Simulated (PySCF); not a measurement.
## Static response to an electric field

Compound: C10H14O2S.
Cartesian coordinates in Å at the PBE0-D3(BJ)/def2-SVP level; atoms count from 1:
```
atom  x, y, z in Å
C1    -0.9271   -0.0573   -1.9913
C2    -1.3003    0.1481   -0.5312
C3    -1.2576    1.6114   -0.1194
C4    -2.6508   -0.4869   -0.2044
S5    -0.1175   -0.7962    0.5212
O6    -0.4368   -0.4820    1.9171
O7    -0.1290   -2.1812    0.0419
C8     1.5060   -0.1350    0.1839
C9     2.2796   -0.7179   -0.8185
C10    3.5527   -0.2107   -1.0676
C11    4.0387    0.8563   -0.3110
C12    3.2628    1.4140    0.7059
C13    1.9888    0.9136    0.9648
H14   -1.6847    0.4252   -2.6283
H15    0.0480    0.3931   -2.2308
H16   -0.8960   -1.1277   -2.2398
H17   -0.2843    2.0710   -0.3478
H18   -1.4593    1.7202    0.9555
H19   -2.0292    2.1658   -0.6762
H20   -2.8777   -0.3942    0.8671
H21   -2.6578   -1.5527   -0.4721
H22   -3.4381    0.0268   -0.7770
H23    1.8835   -1.5710   -1.3724
H24    4.1727   -0.6569   -1.8484
H25    5.0388    1.2495   -0.5078
H26    3.6572    2.2350    1.3090
H27    1.3711    1.3074    1.7742
```

Level: PBE0/def2-SVPD (PySCF), static field, nuclei fixed, core orbitals frozen in the response. The polarisability tensor in these axes (au):

```
x   173.76  12.73  -5.74
y    12.73 126.50  12.03
z    -5.74  12.03 125.44
```

Problem. Diagonalise the tensor; give its mean and Δα, where Δα² is half the sum of the squared differences of the eigenvalues.

Solution. Principal values 111.21, 137.38 and 177.11 au; mean 141.90 au = 21.03 Å³ = 23.40 × 10⁻⁴⁰ C²·m²/J; Δα = 57.47 au (41 % of the mean).

Problem. What is the dipole moment, and where does it point?

Solution. (1.44, 3.68, -3.11) D, 5.03 D in size, pointing from the negative to the positive side. Measured along this direction, the outermost atoms are O6, O7, H20 and H21 at the negative end and H25 at the positive end.

Problem. Rayleigh depolarisation ratio (linearly polarised light, static tensor)?

Solution. ρ = 3Δα²/(45ᾱ² + 4Δα²) = 9909.4/(906099 + 13212.5) = 0.0108.

Problem. In a dilute gas of rigid molecules at 250 K, how does the orientational term μ²/3kT compare with the electronic polarisability?

Solution. In Gaussian units μ²/3kT = 244.13 Å³ against 21.03 Å³, a ratio of 11.61; the Debye molar polarisation (4π/3)N_A(α + μ²/3kT) is 668.9 cm³/mol, leaving out the vibrational part.

Problem. What are the principal values of the traceless quadrupole moment, Θ = ½Σq(3rr − r²1), about the centre of nuclear charge?

Solution. -15.89, -0.76, 16.66 D·Å. The values depend on the origin, since the dipole doesn't vanish. The electronic extent ⟨r²⟩ about the same centre is 2585 bohr², a root-mean-square distance of 2.61 Å for the 106 electrons.

One conformer (not necessarily the lowest) at the PBE0-D3(BJ)/def2-SVP geometry, without solvent, vibrations or thermal averaging.
